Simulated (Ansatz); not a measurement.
Program: Ansatz. Geometries: PBE0-D4/def2-TZVP. ΔE: electronic, gas phase. CBS: MP2 limit from def2 TZ/QZ plus the TZ coupled-cluster correction, frozen cores. This one scheme is used for every species. Triplets are unrestricted, without spin–orbit coupling. Elements past krypton have def2 core potentials. For Te outer-core shells are correlated without core-valence functions, which leaves a few kJ/mol of doubt a bond.

Consider the formal loss of a carbene: `C[SiH](C)[TeH]` → `[CH2]` (triplet) + `C[SiH2][TeH]`.

```json
{"species": "`C[SiH](C)[TeH]`", "CCSD(T)/CBS(def2) energy (Eh)": "-637.77028"}
{"species": "`[CH2]` (triplet)", "CCSD(T)/CBS(def2) energy (Eh)": "-39.09499"}
{"species": "`C[SiH2][TeH]`", "CCSD(T)/CBS(def2) energy (Eh)": "-598.49179"}
```

(1) Work out ΔE.

Largest T1 diagnostic among the species: 0.011.

Results:

(1) ΔE = (-39.09499) + (-598.49179) − (-637.77028) = 0.18350 Eh = +4.99 eV.

From PBE to PBE0 (25 % exact exchange), in def2-TZVPP and without D4, ΔE moves by −0.07 eV. At CCSD(T), def2-SVP lies −0.32 eV from the extrapolated value and def2-TZVPP −0.14 eV. The D4 term adds +0.14 eV with B3LYP and +0.07 eV with PBE0; it sums over pairs of atoms, weighted by their polarisabilities, and B3LYP, whose exchange is more repulsive, gets the larger term.

B3LYP here is the variant with VWN-RPA as its local correlation; programs differ in this.
